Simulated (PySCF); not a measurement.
# How methods differ on the ionisation energy of O⁺

O⁺ [He] 2s2 2p3 (4S) → O²⁺ [He] 2s2 2p2 (3P), as a difference of total energies. Calculation: PySCF 2.14, in aug-cc-pwCVTZ; the non-relativistic Hamiltonian (point nucleus). Correlated levels: valence: 1s2 frozen; valence and next inner shell: nothing frozen. The calculations carry no spin-orbit coupling.

```json
{"method": "UHF", "ionisation energy (eV)": "34.556", "plus first-order spin-orbit estimate": "34.530", "error of that sum (eV)": "-0.591"}
{"method": "LDA", "ionisation energy (eV)": "35.570", "plus first-order spin-orbit estimate": "35.543", "error of that sum (eV)": "+0.422"}
{"method": "PBE", "ionisation energy (eV)": "35.269", "plus first-order spin-orbit estimate": "35.243", "error of that sum (eV)": "+0.122"}
{"method": "PBE0", "ionisation energy (eV)": "35.300", "plus first-order spin-orbit estimate": "35.274", "error of that sum (eV)": "+0.153"}
{"method": "r2SCAN", "ionisation energy (eV)": "35.463", "plus first-order spin-orbit estimate": "35.437", "error of that sum (eV)": "+0.316"}
{"method": "PBEsol", "ionisation energy (eV)": "35.275", "plus first-order spin-orbit estimate": "35.248", "error of that sum (eV)": "+0.127"}
{"method": "TPSSh", "ionisation energy (eV)": "35.265", "plus first-order spin-orbit estimate": "35.239", "error of that sum (eV)": "+0.118"}
{"method": "revPBE", "ionisation energy (eV)": "35.198", "plus first-order spin-orbit estimate": "35.172", "error of that sum (eV)": "+0.051"}
{"method": "wB97M-V", "ionisation energy (eV)": "35.025", "plus first-order spin-orbit estimate": "34.998", "error of that sum (eV)": "-0.123"}
{"method": "MP2 (valence)", "ionisation energy (eV)": "35.196", "plus first-order spin-orbit estimate": "35.170", "error of that sum (eV)": "+0.049"}
{"method": "SCS-MP2 (valence)", "ionisation energy (eV)": "34.933", "plus first-order spin-orbit estimate": "34.906", "error of that sum (eV)": "-0.215"}
{"method": "MP2 (valence and next inner shell)", "ionisation energy (eV)": "35.235", "plus first-order spin-orbit estimate": "35.208", "error of that sum (eV)": "+0.087"}
{"method": "SCS-MP2 (valence and next inner shell)", "ionisation energy (eV)": "34.960", "plus first-order spin-orbit estimate": "34.934", "error of that sum (eV)": "-0.187"}
```

Reference: 35.121 eV (measured; NIST Atomic Spectra Database, ionization energies).

A first-order spin-orbit estimate (lowest level to lowest level, LS coupling) adds -0.026 eV.

Errors of the correlated levels include the incompleteness of this basis and the frozen core.
